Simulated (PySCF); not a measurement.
Vertical excitation energies

C12H22.
Cartesian coordinates in Å at the PBE0-D3(BJ)/def2-SVP level; atoms count from 1:
```xyz
34
C12H22 angstrom
C      3.400   -0.001    0.688
C      2.608   -1.303    0.651
C      1.115   -1.055    0.838
C      0.570   -0.070   -0.199
C     -0.948    0.160   -0.126
C     -1.450    0.663    1.230
C     -2.948    0.952    1.205
C     -3.746   -0.269    0.761
C     -3.249   -0.795   -0.581
C     -1.750   -1.072   -0.551
C      1.368    1.235   -0.145
C      2.863    1.000   -0.330
H      4.471   -0.194    0.511
H      3.325    0.438    1.700
H      2.978   -1.999    1.422
H      2.774   -1.802   -0.321
H      0.946   -0.648    1.851
H      0.566   -2.009    0.790
H      0.763   -0.516   -1.195
H     -1.173    0.954   -0.865
H     -0.897    1.565    1.537
H     -1.248   -0.103    2.000
H     -3.287    1.292    2.197
H     -3.144    1.787    0.508
H     -4.821   -0.029    0.708
H     -3.643   -1.064    1.522
H     -3.801   -1.705   -0.866
H     -3.463   -0.046   -1.365
H     -1.404   -1.418   -1.540
H     -1.552   -1.901    0.153
H      1.200    1.728    0.830
H      0.992    1.933   -0.913
H      3.411    1.954   -0.258
H      3.045    0.614   -1.349
```

Level of theory: TDDFT B3LYP/def2-SVPD, vertical, gas phase, core orbitals frozen in the response in PySCF.

```json
{"state": "S1", "E (eV)": "7.48", "λ (nm)": "165.9", "f": "0.0001", "|μ| (D)": "0.06", "symmetry": "–", "main configurations (H = HOMO, L = LUMO)": "H→L (93%)"}
{"state": "S2", "E (eV)": "7.65", "λ (nm)": "162.1", "f": "0.0003", "|μ| (D)": "0.10", "symmetry": "–", "main configurations (H = HOMO, L = LUMO)": "H→L+1 (56%), H-1→L (38%)"}
{"state": "S3", "E (eV)": "7.66", "λ (nm)": "161.8", "f": "0.0004", "|μ| (D)": "0.12", "symmetry": "–", "main configurations (H = HOMO, L = LUMO)": "H-1→L (52%), H→L+1 (39%)"}
{"state": "S4", "E (eV)": "7.70", "λ (nm)": "161.1", "f": "0.0006", "|μ| (D)": "0.14", "symmetry": "–", "main configurations (H = HOMO, L = LUMO)": "H-2→L (57%), H→L+2 (32%), H-1→L+2 (8%)"}
{"state": "S5", "E (eV)": "7.76", "λ (nm)": "159.8", "f": "0.0004", "|μ| (D)": "0.11", "symmetry": "–", "main configurations (H = HOMO, L = LUMO)": "H→L+2 (60%), H-2→L (23%), H-1→L+2 (10%)"}
{"state": "S6", "E (eV)": "7.80", "λ (nm)": "158.9", "f": "0.018", "|μ| (D)": "0.79", "symmetry": "B", "main configurations (H = HOMO, L = LUMO)": "H→L+3 (94%)"}
{"state": "S7", "E (eV)": "7.84", "λ (nm)": "158.1", "f": "0.033", "|μ| (D)": "1.05", "symmetry": "A", "main configurations (H = HOMO, L = LUMO)": "H-1→L+1 (95%)"}
{"state": "S8", "E (eV)": "7.90", "λ (nm)": "157.0", "f": "0.0069", "|μ| (D)": "0.48", "symmetry": "B", "main configurations (H = HOMO, L = LUMO)": "H-2→L+1 (77%), H-1→L+3 (17%)"}
{"state": "S9", "E (eV)": "7.96", "λ (nm)": "155.8", "f": "0.043", "|μ| (D)": "1.19", "symmetry": "B", "main configurations (H = HOMO, L = LUMO)": "H-1→L+2 (56%), H-1→L+3 (20%), H-2→L (14%)"}
{"state": "S10", "E (eV)": "8.01", "λ (nm)": "154.9", "f": "0.015", "|μ| (D)": "0.70", "symmetry": "B", "main configurations (H = HOMO, L = LUMO)": "H-1→L+3 (59%), H-1→L+2 (17%), H-2→L+1 (15%)"}
```

Triplets, Tamm–Dancoff:

```
state  E (eV)  λ (nm)  main configurations (H = HOMO, L = LUMO)
   T1    7.38   167.9                                 H→L (92%)
   T2    7.53   164.7                               H-1→L (84%)
   T3    7.57   163.8   H-2→L (61%), H→L+2 (21%), H-1→L+2 (12%)
   T4    7.61   163.0                               H→L+1 (95%)
```

The lowest singlet comes at 166 nm (721 kJ/mol) in the vacuum ultraviolet; it is dark (f under 0.0005); its leading configuration is HOMO→LUMO (93%). The most intense listed level is S9 at 7.96 eV (156 nm, f = 0.043), 0.48 eV above S1. Löwdin shares by element: HOMO carbon 42% or more (atoms not listed hold the other 58%); LUMO carbon 18% or more (atoms not listed hold the other 82%). The oscillator strengths of these states sum to 0.117; summed over the whole spectrum of an exact calculation they would give the number of electrons, 94 (Thomas–Reiche–Kuhn). Weighted by f, the mean energy of these states is 7.90 eV. The listed states span 0.53 eV, and the widest gap between neighbours is 0.17 eV (S1 to S2). Symmetry labels in C2 follow from the direction of the transition dipole and are given only for states with f of 0.002 or more. The window holds the lowest 10 singlets.

On 2 threads, Intel Xeon Platinum 8259CL at 2.50 GHz (x86_64) (shared host), this took 3.6 min wall, 7.8 min CPU (with the writing of density and orbital grids) and 2.5 GiB of memory at its peak.

One conformer stands for the species.

Without π bonds the low states may be Rydberg-like; a valence basis with one diffuse set may place them up to an eV too high.
